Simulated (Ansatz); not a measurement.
Saddle point of BH₂BrCl₂, singlet (BBrCl₂ ([Cl][B]([Cl])[Br]) + H₂ → BHCl₂ ([Cl][BH][Cl]) + HBr; bonds formed: B1–H6, Br2–H5; bonds broken: B1–Br2, H5–H6), PBE0-D4/def2-TZVP structure:

B1  (0.000, -0.374, 0.132)
Br2  (1.064, 1.567, -0.492)
Cl3  (0.370, -1.627, -1.041)
Cl4  (0.210, -0.608, 1.858)
H5  (-0.485, 0.915, -0.348)
H6  (-1.159, 0.127, -0.109)
(Å)

Energies are electronic, without zero-point energy. Barriers and step energies count from the start structure reached by relaxing down the imaginary mode; all methods use the PBE0-D4 structures, on which another method's saddle can fall below an end. Ansatz 0.2.0; basis: def2-TZVPP, with def2-QZVPP for the basis limit; cores frozen in the correlated methods. Filled d shells of the heavier atoms are correlated. The def2 sets are not built for correlating such inner shells, so the correlated values are less sure here. B3LYP uses VWN-RPA correlation. Extrapolation: Hartree–Fock as exp(−7.88 √X), correlation as X^−2.97.

| method | barrier (kcal/mol) | step energy (kcal/mol) |
| --- | --- | --- |
| SPW92 | 18.52 | 10.62 |
| PBE-D4 | 26.86 | 10.98 |
| BLYP-D4 | 31.94 | 9.78 |
| r2SCAN-D4 | 29.80 | 10.81 |
| B97M-V | 33.21 | 9.53 |
| PBE0-D4 | 29.40 | 9.82 |
| B3LYP-D4 | ? | 8.79 |
| r2SCAN0-D4 | ? | 9.85 |
| BHLYP-D4 | ? | 7.52 |
| CAM-B3LYP-D4 | 34.21 | 7.51 |
| wB97X-V | 34.74 | 8.65 |
| wB97M-V | 34.26 | 9.10 |
| B2PLYP | 35.08 | 8.90 |
| PBE-QIDH | 32.71 | 9.99 |
| RPA on PBE | 36.44 | 8.57 |
| HF | 47.89 | 3.89 |
| MP2 | 35.22 | 11.71 |
| CCSD | 37.49 | 7.63 |
| CCSD(T) | 35.78 | 8.95 |

Q: Fill in the withheld barriers. (An estimate is asked for; the value comes from the calculation.)

A: By the calculation: BHLYP-D4 36.96; B3LYP-D4 33.47; r2SCAN0-D4 31.39 kcal/mol. Each is the energy of the saddle less that of the start structure, by the same method.

For comparison, the barrier by CCSD(T) at an estimated basis limit (MP2 extrapolated from triple and quadruple zeta, plus CCSD(T) − MP2 in triple zeta) is 35.21 kcal/mol.

The T1 diagnostic stays at or below 0.011. The end structure is not quite a true minimum (one mode of 46i cm⁻¹).

Labels in which every atom is bracketed show which atoms are joined, not bond orders.

For scale, one of the runs: CCSD(T)/def2-TZVPP, 191 basis functions, launched by `ansatz run in.yaml --threads 4 --pin off --events-out ev --progress --plain --max-ram 9574MiB`. Time: 58 s of wall clock on 4 CPU threads of an Arm Neoverse V2; the host was shared. Peak host memory: 2 GiB.
